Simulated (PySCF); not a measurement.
Run record: geometry optimisation, `C(BB)C` (C2H8B2).

Method: PBE0-D3(BJ)/def2-SVP geometry optimisation, gas phase (PySCF 2.14.0). Start geometry: GFN2-xTB. The command runs a driver script over a list of jobs; the input below is this job's line of settings and its coordinates in Å.

Command:
```bash
OMP_NUM_THREADS=1 python probes_run.py task.json out
```

Input:
```
{"job": {"xc": "PBE0", "basis": "def2-SVP", "d3": "d3bj", "grid": 1, "shake": 0.01, "kind": "geom"}, "charge": 0, "multiplicity": 1}
B      1.821460    -0.198880     0.705380
B      0.930690    -0.368620    -0.660270
C     -0.639980    -0.094440    -0.814110
C     -1.327360     0.396980     0.437030
H      1.959240    -1.045130     1.468080
H      2.338510     0.836380     0.973910
H      1.455050    -0.737850    -1.655230
H     -1.083600    -1.004310    -1.167340
H     -0.773420     0.639370    -1.591580
H     -1.277660    -0.335010     1.254950
H     -0.949950     1.332210     0.800180
H     -2.413280     0.551020     0.239980
```

Output:
```
step   0  E = -130.39563139  max force = 0.030911
step   1  E = -130.40224991  max force = 0.004799
step   2  E = -130.40244439  max force = 0.000770
step   3  E = -130.40246197  max force = 0.000719
step   4  E = -130.40246929  max force = 0.000469
step   5  E = -130.40247269  max force = 0.000184
optimisation converged
```

Energies in Eh; «max force» is the largest Cartesian gradient component in Eh/bohr.

Question: Give the first gradient maximum in eV/Å.

Answer: With 1 Eh/bohr = 51.422 eV/Å, 1.590 eV/Å.

In short: final energy -130.40247 Eh after 5 steps; dipole 0.78 D.

Question: Where do the atoms end?

Answer: 0.068 Å rms from the input after alignment:
```
atom  x, y, z in Å
B1     1.7914   -0.0945    0.7558
B2     0.8436   -0.2772   -0.5872
C3    -0.6987   -0.0328   -0.7380
C4    -1.4893    0.4284    0.4803
H5     2.0042   -1.0083    1.5250
H6     2.3597    0.9475    1.0094
H7     1.4275   -0.6511   -1.5932
H8    -1.1186   -0.9688   -1.1578
H9    -0.8104    0.6792   -1.5807
H10   -1.4175   -0.3010    1.3027
H11   -1.1084    1.3882    0.8638
H12   -2.5594    0.5660    0.2590
```

Question: Estimate the wall time. Hardware: an Arm Neoverse V1 with one thread, on a shared host. And the peak memory of the process?

Answer: About 16 s, with 0.39 GiB resident at the peak, the Python interpreter and its libraries included.
Labels such as C1 count atoms from 1, the log's own numbers from 0.
